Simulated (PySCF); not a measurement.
## Bonding in `N#Cc1cc[n-]c1F`

Compound: C₅H₂FN₂ (charge -1).
Numbering: `[N:1]#[C:2][c:3]1[cH:4][cH:5][n-:6][c:7]1[F:8]` (hydrogens: H9 on C4; H10 on C5)

Structure used (PBE0-D3(BJ)/def2-SVP), in Å, numbered top down from 1:
```
atom  x, y, z in Å
N1     3.1725   -0.6501   -0.0705
C2     2.0428   -0.3541   -0.0353
C3     0.6816   -0.0036    0.0074
C4    -0.4684   -0.8628    0.0572
C5    -1.5583   -0.0083    0.0854
N6    -1.1909    1.3140    0.0575
C7     0.1191    1.2923    0.0121
F8     0.8330    2.4306   -0.0264
H9    -0.4599   -1.9531    0.0692
H10   -2.6155   -0.2862    0.1256
```

Bond orders from the PBE0/pcSseg-1 density (PySCF). Isolated species at its PBE0-D3(BJ)/def2-SVP geometry, gas phase. The pcSseg-1 basis has no diffuse functions, a weakness for an anion.

Problem. Where do the orders between heavy atoms depart from those drawn in the SMILES?

Solution. The largest departure is 0.286, at C3–C4 (drawn aromatic, 1.214), counting aromatic bonds as 1.5. The bonds drawn aromatic range from 1.21 to 1.61.

Problem. Set the Mayer orders of the bonds beside their lengths.

Solution. 
```
  bond  drawn as  length (Å)  Mayer order
 N1–C2    triple       1.168        3.021
 C2–C3    single       1.406        1.057
 C3–C4  aromatic       1.436        1.214
 C4–C5  aromatic       1.385        1.531
 C5–N6  aromatic       1.373        1.307
 N6–C7  aromatic       1.311        1.611
 C7–F8    single       1.344        0.975
 C7–C3  aromatic       1.413        1.304
 C4–H9    single       1.090        0.997
C5–H10    single       1.094        0.981
```

Bonds between the same two heavy elements. C–N: lowest C5–N6 (1.307, 1.373 Å), highest N1–C2 (3.021, 1.168 Å). C–C: lowest C2–C3 (1.057, 1.406 Å), highest C4–C5 (1.531, 1.385 Å); in 2 of the 6 pairs the longer bond (by over 0.003 Å) has the higher order (by 0.02 or more).

Problem. Sum the orders of all bonds at each heavy atom with more than one neighbour and set the sums beside the valence in the SMILES.

Solution. C2 4.078 (drawn 4), C3 3.575 (drawn 4), C4 3.742 (drawn 4), C5 3.819 (drawn 4), N6 2.918 (drawn 2), C7 3.890 (drawn 4). Orders between atoms that aren't bonded are not in these sums.

For a closed shell the Mayer order of atoms A and B is Σ (PS)μν (PS)νμ over the basis functions μ on A and ν on B, with P the density and S the overlap matrix.

These values come from a run that also computed NMR shieldings. On one thread, x86-64 server (shared host), this took 10 s wall.
